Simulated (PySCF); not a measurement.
# Computed records: CH4AlB2, C2H4BO, BFH3NSi, CH5B2O and others

Computed with PySCF 2.14.0. Calculation on a computer-drawn molecule: the log of a Hartree-Fock and frozen-core CCSD(T) single point meant for a local Hartree-Fock minimum, with one planted fault or none, to be diagnosed. Offsets are logged minus clean, where the clean run is the same molecule without the fault. The reference is restricted for singlets and unrestricted otherwise, and also for a bond in bohr or an excited solution. Adding or removing an electron swaps singlet and doublet. The excited solution moves the top pair (singlet) or top alpha electron (doublet) to the lowest empty orbital. Highest occupied and lowest empty are orbital energies over both spins, largest force is the largest gradient component, triples share is (T) over the correlation energy, the T1 limit is 0.02 restricted and 0.045 unrestricted, electrons count all cores, a negative frequency is imaginary (commonest isotopes), and the dipole is about the centre of nuclear charge.

Common to all runs: logged SCF converged yes; logged CC converged yes; logged SCF stable within its kind yes; possible faults no fault, one electron removed, one electron added, multiplicity raised by two, geometry at a saddle point, SCF held on an excited solution, minimal basis STO-3G, one bond length entered in bohr, all coordinates scaled.

(1) 
```xyz
8
formula=CH4AlB2 meant_charge=0 meant_multiplicity=2 meant_basis=cc-pV(D+d)Z logged_electrons=32 logged_basis_functions=85 logged_spin_squared=0 logged_highest_occupied=-13.634 logged_lowest_empty=-6.0371 logged_largest_force=0.047264 logged_T1_diagnostic=0.021381 logged_D1_diagnostic=0.056238 logged_triples_share=0.03691 logged_dipole_magnitude=6.8122 logged_energy_HF=-331.10302 logged_energy_CCSD(T)=-331.48019 planted_fault=one_electron_removed HF_energy_offset_from_clean_run=160.5 CCSD(T)_energy_offset_from_clean_run=168.6
B     -0.3204    -0.5163    -3.1137
Al    -1.5478    -2.0737    -2.5234
C     -2.3237    -2.2178    -0.7531
B     -1.9944    -1.1935     0.0960
H      0.3881     0.3675    -3.4801
H     -1.8508    -3.1934    -3.6001
H     -2.9518    -3.0789    -0.5574
H     -1.6472    -0.2678     0.7351
```

Units: logged_highest_occupied, logged_lowest_empty in eV; logged_largest_force in hartree/bohr; logged_dipole_magnitude in debye; logged_energy_HF, logged_energy_CCSD(T) in hartree; HF_energy_offset_from_clean_run, CCSD(T)_energy_offset_from_clean_run in kcal/mol.

Drawn bonds:
| atom | other atom | order |
| --- | --- | --- |
| 1 | 2 | 1 |
| 2 | 3 | 1 |
| 3 | 4 | 2 |
| 1 | 5 | 1 |
| 2 | 6 | 1 |
| 3 | 7 | 1 |
| 4 | 8 | 1 |

Notes: T1 above single-reference limit.

(2) 
```xyz
8
formula=C2H4BO meant_charge=0 meant_multiplicity=2 meant_basis=cc-pVDZ logged_electrons=29 logged_basis_functions=24 logged_spin_squared=0.7655 logged_highest_occupied=-8.9049 logged_lowest_empty=8.1903 logged_largest_force=0.023317 logged_T1_diagnostic=0.017032 logged_D1_diagnostic=0.056928 logged_triples_share=0.032281 logged_dipole_magnitude=1.9813 logged_energy_HF=-175.35957 logged_energy_CCSD(T)=-175.60609 planted_fault=minimal_basis_STO-3G HF_energy_offset_from_clean_run=1431 CCSD(T)_energy_offset_from_clean_run=1630
C     -0.7309    -1.4868    -1.1381
C      0.5152    -2.3038    -0.9262
B      1.5171    -2.1939    -2.1099
O      2.2832    -2.1095    -3.0157
H     -0.7206    -0.4246    -0.9298
H     -1.5324    -1.8763    -1.7525
H      1.0404    -1.9867    -0.0210
H      0.2711    -3.3621    -0.7997
```

Units: logged_highest_occupied, logged_lowest_empty in eV; logged_largest_force in hartree/bohr; logged_dipole_magnitude in debye; logged_energy_HF, logged_energy_CCSD(T) in hartree; HF_energy_offset_from_clean_run, CCSD(T)_energy_offset_from_clean_run in kcal/mol.

Drawn bonds:
| atom | other atom | order |
| --- | --- | --- |
| 1 | 2 | 1 |
| 2 | 3 | 1 |
| 3 | 4 | 2 |
| 1 | 5 | 1 |
| 1 | 6 | 1 |
| 2 | 7 | 1 |
| 2 | 8 | 1 |

(3) 
```xyz
7
formula=BFH3NSi meant_charge=0 meant_multiplicity=1 meant_basis=cc-pV(D+d)Z logged_electrons=39 logged_basis_functions=80 logged_spin_squared=0.7699 logged_highest_occupied=0.3548 logged_lowest_empty=7.5008 logged_largest_force=0.054958 logged_T1_diagnostic=0.046832 logged_D1_diagnostic=0.29725 logged_triples_share=0.025769 logged_dipole_magnitude=4.146 logged_energy_HF=-469.24043 logged_energy_CCSD(T)=-469.81941 planted_fault=one_electron_added HF_energy_offset_from_clean_run=24.25 CCSD(T)_energy_offset_from_clean_run=19.54
N     -2.5588     0.9984     1.4244
Si    -2.2340     1.1700     3.0919
B     -0.4383     0.1211     3.1536
F     -0.4156    -1.1355     3.6178
H     -2.0184     0.5181     0.7298
H     -3.3845     1.3991     1.0196
H      0.6420     0.5701     2.8509
```

Units: logged_highest_occupied, logged_lowest_empty in eV; logged_largest_force in hartree/bohr; logged_dipole_magnitude in debye; logged_energy_HF, logged_energy_CCSD(T) in hartree; HF_energy_offset_from_clean_run, CCSD(T)_energy_offset_from_clean_run in kcal/mol.

Drawn bonds:
| atom | other atom | order |
| --- | --- | --- |
| 1 | 2 | 1 |
| 2 | 3 | 1 |
| 3 | 4 | 1 |
| 1 | 5 | 1 |
| 1 | 6 | 1 |
| 3 | 7 | 1 |

Notes: T1 above single-reference limit; highest electron not bound in this basis.

(4) 
```xyz
9
formula=CH5B2O meant_charge=0 meant_multiplicity=2 meant_basis=cc-pVDZ logged_electrons=28 logged_basis_functions=81 logged_spin_squared=0 logged_highest_occupied=-18.749 logged_lowest_empty=-8.3361 logged_largest_force=0.06482 logged_T1_diagnostic=0.027924 logged_D1_diagnostic=0.12019 logged_triples_share=0.026039 logged_dipole_magnitude=4.4406 logged_energy_HF=-164.67042 logged_energy_CCSD(T)=-165.17477 planted_fault=one_electron_removed HF_energy_offset_from_clean_run=222.3 CCSD(T)_energy_offset_from_clean_run=232.5
B      0.4419     2.1335    -1.5832
C      0.1958     0.8770    -0.7010
B      1.2027    -0.3210    -0.5342
O      0.9735    -1.3560     0.3036
H     -0.3303     3.0538    -1.5758
H      1.4146     2.1985    -2.2842
H     -0.7453     0.8266    -0.1488
H      2.2287    -0.3613    -1.1547
H      0.1592    -1.3003     0.7812
```

Units: logged_highest_occupied, logged_lowest_empty in eV; logged_largest_force in hartree/bohr; logged_dipole_magnitude in debye; logged_energy_HF, logged_energy_CCSD(T) in hartree; HF_energy_offset_from_clean_run, CCSD(T)_energy_offset_from_clean_run in kcal/mol.

Drawn bonds:
| atom | other atom | order |
| --- | --- | --- |
| 1 | 2 | 1 |
| 2 | 3 | 1 |
| 3 | 4 | 1 |
| 1 | 5 | 1 |
| 1 | 6 | 1 |
| 2 | 7 | 1 |
| 3 | 8 | 1 |
| 4 | 9 | 1 |

Notes: T1 above single-reference limit.

(5) 
```xyz
11
formula=CH7BNSi meant_charge=1 meant_multiplicity=1 meant_basis=cc-pV(D+d)Z logged_electrons=38 logged_basis_functions=100 logged_spin_squared=0 logged_highest_occupied=-15.675 logged_lowest_empty=-4.3894 logged_largest_force=0.064244 logged_T1_diagnostic=0.02186 logged_D1_diagnostic=0.092805 logged_triples_share=0.033557 logged_dipole_magnitude=4.1962 logged_energy_HF=-409.68382 logged_energy_CCSD(T)=-410.24966 planted_fault=all_coordinates_scaled,by_+8.9_% HF_energy_offset_from_clean_run=42.88 CCSD(T)_energy_offset_from_clean_run=28.83
B     -1.7452    -0.9760     1.8815
C     -0.8724     0.5100     1.7753
N     -1.1919     1.4071     0.4638
Si    -0.0729     2.2430    -0.6241
H     -2.6728    -1.2722     1.0164
H     -1.4602    -1.7659     2.8710
H      0.2977     0.3015     1.8246
H     -1.1291     1.1539     2.7465
H     -2.2649     1.4783     0.2419
H      1.4861     2.1435    -0.3432
H     -0.6728     3.0505    -1.8516
```

Units: logged_highest_occupied, logged_lowest_empty in eV; logged_largest_force in hartree/bohr; logged_dipole_magnitude in debye; logged_energy_HF, logged_energy_CCSD(T) in hartree; HF_energy_offset_from_clean_run, CCSD(T)_energy_offset_from_clean_run in kcal/mol.

Drawn bonds:
| atom | other atom | order |
| --- | --- | --- |
| 1 | 2 | 1 |
| 2 | 3 | 1 |
| 3 | 4 | 1 |
| 1 | 5 | 1 |
| 1 | 6 | 1 |
| 2 | 7 | 1 |
| 2 | 8 | 1 |
| 3 | 9 | 1 |
| 4 | 10 | 1 |
| 4 | 11 | 1 |

Notes: T1 above single-reference limit.

(6) 
```xyz
9
formula=CH5AlNSi meant_charge=0 meant_multiplicity=2 meant_basis=cc-pV(D+d)Z logged_electrons=45 logged_basis_functions=99 logged_spin_squared=0.7542 logged_highest_occupied=-8.8418 logged_lowest_empty=1.044 logged_largest_force=2.368e-05 logged_lowest_frequency=96.227 logged_T1_diagnostic=0.02103 logged_D1_diagnostic=0.061463 logged_triples_share=0.034964 logged_dipole_magnitude=3.5597 logged_energy_HF=-626.00584 logged_energy_CCSD(T)=-626.52557 planted_fault=no_fault HF_energy_offset_from_clean_run=0 CCSD(T)_energy_offset_from_clean_run=0
N      2.2906     3.5293    -2.5384
Al     1.2704     2.4427    -1.9752
C      0.0414     1.1005    -1.2895
Si     0.7766    -0.6173    -1.0020
H      2.9202     4.2087    -2.8876
H     -0.7919     1.0224    -1.9966
H     -0.3708     1.4788    -0.3474
H      1.8748    -0.5536    -0.0058
H      1.2931    -1.1819    -2.2736
```

Units: logged_highest_occupied, logged_lowest_empty in eV; logged_largest_force in hartree/bohr; logged_lowest_frequency in cm⁻¹; logged_dipole_magnitude in debye; logged_energy_HF, logged_energy_CCSD(T) in hartree; HF_energy_offset_from_clean_run, CCSD(T)_energy_offset_from_clean_run in kcal/mol.

Drawn bonds:
| atom | other atom | order |
| --- | --- | --- |
| 1 | 2 | 2 |
| 2 | 3 | 1 |
| 3 | 4 | 1 |
| 1 | 5 | 1 |
| 3 | 6 | 1 |
| 3 | 7 | 1 |
| 4 | 8 | 1 |
| 4 | 9 | 1 |

(7) 
```xyz
10
formula=CH6AlB2 meant_charge=0 meant_multiplicity=2 meant_basis=cc-pV(D+d)Z logged_electrons=35 logged_basis_functions=95 logged_spin_squared=1.5436 logged_highest_occupied=-7.8908 logged_lowest_empty=0.58004 logged_largest_force=0.01024 logged_T1_diagnostic=0.059532 logged_D1_diagnostic=0.26411 logged_triples_share=0.035576 logged_dipole_magnitude=0.99607 logged_energy_HF=-332.46527 logged_energy_CCSD(T)=-332.88104
B      0.5873     0.2284    -2.0019
B      0.9796     1.1290    -0.7136
C      1.2999     0.6173     0.7316
Al    -0.3776     0.6146     1.7779
H      0.3815    -0.3847    -2.9934
H      0.9244     2.3208    -0.9204
H      1.9838     1.2963     1.2538
H      1.6937    -0.4037     0.7667
H     -1.9383    -1.9207     2.0711
H     -0.8980     1.9349     2.4770
```

Units: logged_highest_occupied, logged_lowest_empty in eV; logged_largest_force in hartree/bohr; logged_dipole_magnitude in debye; logged_energy_HF, logged_energy_CCSD(T) in hartree.

Drawn bonds:
| atom | other atom | order |
| --- | --- | --- |
| 1 | 2 | 1 |
| 2 | 3 | 1 |
| 3 | 4 | 1 |
| 1 | 5 | 1 |
| 2 | 6 | 1 |
| 3 | 7 | 1 |
| 3 | 8 | 1 |
| 4 | 9 | 1 |
| 4 | 10 | 1 |

Notes: T1 above single-reference limit.

(8) 
```xyz
10
formula=CH6BNO meant_charge=0 meant_multiplicity=1 meant_basis=cc-pVDZ logged_electrons=32 logged_basis_functions=86 logged_spin_squared=0 logged_highest_occupied=-11.105 logged_lowest_empty=4.1852 logged_largest_force=0.02492 logged_T1_diagnostic=0.01283 logged_D1_diagnostic=0.049619 logged_triples_share=0.025813 logged_dipole_magnitude=2.9559 logged_energy_HF=-195.39419 logged_energy_CCSD(T)=-196.04189
N     -1.5024     1.5201     1.1316
B     -1.0210     0.4509     0.3159
C     -1.2657     0.4172    -1.2990
O     -0.2636    -0.3260    -2.0407
H     -1.3950     1.5365     2.1509
H     -1.9849     2.3448     0.7567
H     -0.4378    -0.4915     0.8715
H     -2.2973    -0.0029    -1.5001
H     -1.2719     1.4526    -1.7334
H     -0.1098    -1.1743    -1.5948
```

Units: logged_highest_occupied, logged_lowest_empty in eV; logged_largest_force in hartree/bohr; logged_dipole_magnitude in debye; logged_energy_HF, logged_energy_CCSD(T) in hartree.

Drawn bonds:
| atom | other atom | order |
| --- | --- | --- |
| 1 | 2 | 1 |
| 2 | 3 | 1 |
| 3 | 4 | 1 |
| 1 | 5 | 1 |
| 1 | 6 | 1 |
| 2 | 7 | 1 |
| 3 | 8 | 1 |
| 3 | 9 | 1 |
| 4 | 10 | 1 |

Question: Which fault was planted in the run of CH6AlB2 (entry 7)?
Answer: one bond length entered in bohr, row 8 of the drawn bonds

Question: Which fault was planted in the run of CH6BNO (entry 8)?
Answer: all coordinates scaled, by +2.7 %

Further results for CH6AlB2 (entry 7):

| Quantity | Value |
| --- | --- |
| HF energy offset from clean run | 63.32 kcal/mol |
| CCSD(T) energy offset from clean run | 67.92 kcal/mol |

Further results for CH6BNO (entry 8):

| Quantity | Value |
| --- | --- |
| HF energy offset from clean run | 4.225 kcal/mol |
| CCSD(T) energy offset from clean run | 0.1227 kcal/mol |
